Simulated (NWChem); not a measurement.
# SiCl3 cation

```xyz
4

Cl     1.3883     1.3883     0.0000
Si     0.0000     0.0000     0.0000
Cl     0.5082    -1.8965     0.0000
Cl    -1.8965     0.5082     0.0000
```
Atoms are numbered in this order, from 1.

Level: PBE0/def2-SVP (NWChem), optimised geometry, unscaled harmonic frequencies. 

```csv
frequency (cm⁻¹),IR intensity (km/mol)
182,7.4
182,7.4
236,23.8
462,0.0
763,180.8
763,180.9
```

```yaml
zero_point_energy: 3.7 kcal/mol
thermal correction to the enthalpy at 298.15 K (with zero-point energy): 7.4 kcal/mol
heat capacity Cv: 14.2 cal/(mol K)
entropy at 298.15 K and 1 atm (symmetry number 6): 72.8 cal/(mol K)
```

Rigid rotor and harmonic oscillator.
